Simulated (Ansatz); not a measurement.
```xyz
5

O     0.2910    0.4081   -1.3582
In   -0.1151   -0.2045    0.4656
F    -0.5492   -2.0939    0.3252
H     0.5217    1.3386   -1.4098
H    -0.1483    0.5518    1.9772
```

Charge 0, multiplicity 1. In takes the def2 core potential.

List the PBE/def2-TZVPP orbital energies in eV (Ansatz). (Best estimate.)

Ansatz gave: Occupied: -658.17, -510.15, -122.45, -80.25, -79.94, -79.90, -27.21, -24.29, -19.46, -19.31, -19.29, -19.15, -18.98, -11.82, -10.33, -8.65, -8.28, -8.24, -7.50, -7.25. Lowest empty: -2.33, -2.08, -0.74, 1.18, 1.36, 1.80, 2.77, 2.97.
